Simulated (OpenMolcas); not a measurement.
**N+, P+, As+, Sb+, Bi+: ns² np² down the group**

* Program: OpenMolcas 26.06
* Method: RASSCF
* Basis: ANO-RCC-VTZP
* Scalar Hamiltonian: DKH2, point nucleus
* Spin-orbit coupling: state interaction with AMFI integrals over the reference wave functions, term energies averaged over their components

Active space for each ion: 4 electrons in 9 orbitals (RAS2 s p; RAS3 d, at most 2 electrons).

Computed levels in cm-1 above ³P₀:

```json
{"Level": "³P₁", "N+": "43.5", "P+": "143", "As+": "946", "Sb+": "2498", "Bi+": "10898"}
{"Level": "³P₂", "N+": "130", "P+": "415", "As+": "2313", "Sb+": "5132", "Bi+": "15592"}
{"Level": "¹D₂", "N+": "17533", "P+": "10708", "As+": "10062", "Sb+": "13982", "Bi+": "30526"}
{"Level": "¹S₀", "N+": "36554", "P+": "24480", "As+": "23551", "Sb+": "25897", "Bi+": "42343"}
{"Level": "weight of ³P in the lowest level (%)", "N+": "100", "P+": "100", "As+": "99", "Sb+": "97", "Bi+": "86"}
```

Mixed levels, with the weight of the term that names them: Bi+ ³P₂ (62 %), Bi+ ¹D₂ (62 %).

Measured, with the error of the calculation in %. Measured levels: N+, P+, As+, Sb+, Bi+ from NIST Handbook of Basic Atomic Spectroscopic Data.

```csv
Level,N+,P+,As+,Sb+,Bi+
³P₁,48.7 (-10.5),165 (-13.0),1063 (-11.0),3055 (-18.2),13325 (-18.2)
³P₂,131 (-0.9),469 (-11.6),2541 (-9.0),5658 (-9.3),17032 (-8.5)
¹D₂,15316 (+14.5),8882 (+20.6),10096 (-0.3),12790 (+9.3),33939 (-10.1)
¹S₀,32689 (+11.8),21576 (+13.5),22599 (+4.2),23906 (+8.3),44174 (-4.1)
```

The fine-structure level ³P₂ changes by a factor of 120 from N+ to Bi+.

Without spin-orbit coupling ¹D lies 17447, 10424, 8217, 9198, 8862 cm-1 above ³P in that order; the difference to the level ¹D₂, of either sign, comes from spin-orbit coupling, which also lowers the zero.

Without dynamic correlation excited terms often stand tens of per cent too high (terms of higher spin than the ground term too low), and those without a measured partner can miss by more than the paired ones (holds for N+; P+; As+). Active for correlation alone: 3d; no level in the range computed is led by a configuration that fills it, so any true level of that kind is missing (holds for N+). The run also gave levels led by 3s 3p² 3d, 3s² 3p 3d, which use shells meant for correlation; these and all levels above them are left out (holds for P+). The run also gave levels led by 4s 4p² 4d, 4s² 4p 4d, which use shells meant for correlation; these and all levels above them are left out (holds for As+). The run also gave levels led by 5s² 5p 5d, which use shells meant for correlation; these and all levels above them are left out (holds for Sb+). The run also gave levels led by 6s² 6p 6d, which use shells meant for correlation; these and all levels above them are left out (holds for Bi+). Measured partners are found by configuration, term and J. A level has none where our copy of the source lacks it or the pairing is in doubt (some pairs that miss far off the trend of their configuration count as doubtful), and it then counts in no deviation. Where the source uses jj or jK labels, the order within each J decides. Levels of configurations outside the active space are missing.
